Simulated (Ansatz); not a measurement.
Basis-set series for BrGeH$_{2}$ (`[GeH2][Br]`) radical. Charge 0, multiplicity 2. The structure was optimised at the PBE0-D4/def2-TZVP level.

```csv
functional,basis,functions,energy (Eh),HOMO (eV),LUMO (eV)
PBE0-D4,def2-TZVPP,124,-4651.79836,-6.62,-3.34
PBE0-D4,def2-QZVPP,238,-4651.89611,-6.63,-3.37
ωB97M-V,def2-TZVPP,124,-4652.08865,-8.59,-1.56
ωB97M-V,def2-QZVPP,238,-4652.18359,-8.61,-1.63
```

(1) Give the rows for def2-SVP. (An estimate is asked.)

Answers

(1) Computed: 
```json
{"functional": "PBE0-D4", "basis": "def2-SVP", "functions": "74", "energy (Eh)": "-4651.22217", "HOMO (eV)": "-6.55", "LUMO (eV)": "-3.30"}
{"functional": "ωB97M-V", "basis": "def2-SVP", "functions": "74", "energy (Eh)": "-4651.51460", "HOMO (eV)": "-8.50", "LUMO (eV)": "-1.46"}
```

HOMO and LUMO are taken over both spins. Scalar relativity is left out up to krypton.
